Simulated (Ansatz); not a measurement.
# What each rung costs, and what it gives

Saddle point of BNH4Cl2O, singlet (BHCl₂O ([OH][B]([Cl])[Cl]) + NH₃ → BNH₂Cl₂ ([NH2][B]([Cl])[Cl]) + H₂O; bonds formed: O2–H5; dative contacts that become bonds: B1–N6; bonds broken: B1–O2, H5–N6), PBE0-D4/def2-TZVP structure:

```xyz
9
angstrom
B -0.3790 -0.4537 0.1410
O -0.9260 0.7915 -0.6591
Cl -0.8168 -1.9894 -0.6992
Cl -0.9301 -0.3241 1.8780
H 0.2131 0.9646 -0.5816
N 1.0807 0.0085 -0.0607
H -1.4748 1.3632 -0.1102
H 1.6004 0.1942 0.7855
H 1.6325 -0.5547 -0.6936
```

Barriers are electronic and count from the start structure reached by relaxing down the imaginary mode.

Ansatz 0.2.0; basis: as named in each row; cores frozen in the correlated methods. B3LYP uses VWN-RPA correlation. Extrapolation: Hartree–Fock as exp(−7.88 √X), correlation as X^−2.97.

Times are rough, for one single point on 4 threads of a shared host (Intel Xeon Platinum 8259CL).

The estimate by CCSD(T) at an estimated basis limit (MP2 extrapolated from triple and quadruple zeta, plus CCSD(T) − MP2 in triple zeta) is 140.3 kJ/mol.

```
      method       basis  time (s)  barrier (kJ/mol)  method less estimate
          HF      STO-3G   under 1             128.9                 -11.4
      PBE-D4      STO-3G   under 1              31.4                -108.8
       SPW92    def2-SVP   under 1              91.0                 -49.2
    B3LYP-D4       6-31G   under 1             139.7                  -0.6
      PBE-D4    def2-SVP   under 1             107.9                 -32.4
     PBE0-D4    def2-SVP         1             123.3                 -16.9
       SPW92  def2-TZVPP         1             102.3                 -38.0
     BLYP-D4  def2-TZVPP         2             126.9                 -13.3
      PBE-D4  def2-TZVPP         2             116.9                 -23.4
    B3LYP-D4  def2-TZVPP         3             136.1                  -4.2
    BHLYP-D4  def2-TZVPP         3             151.7                  11.4
     PBE0-D4  def2-TZVPP         3             129.8                 -10.5
     CCSD(T)    def2-SVP         3             136.5                  -3.7
CAM-B3LYP-D4  def2-TZVPP         3             136.3                  -4.0
   r2SCAN-D4  def2-TZVPP         3             129.9                 -10.4
     wB97M-V    def2-SVP         3             124.9                 -15.3
  r2SCAN0-D4  def2-TZVPP         4             137.8                  -2.4
  RPA on PBE  def2-TZVPP         4             134.5                  -5.8
    PBE-QIDH  def2-TZVPP         5             137.5                  -2.7
      B2PLYP  def2-TZVPP         6             137.7                  -2.6
      B97M-V  def2-TZVPP         6             140.6                   0.4
     wB97X-V  def2-TZVPP         6             136.0                  -4.2
     wB97M-V  def2-TZVPP         7             134.4                  -5.9
         MP2  def2-QZVPP        17             135.6                  -4.6
     CCSD(T)  def2-TZVPP        69             138.5                  -1.8
```

All methods are single points on the PBE0-D4 structures.

T1 diagnostic: at most 0.011.

Labels in which every atom is bracketed show which atoms are joined, not bond orders.
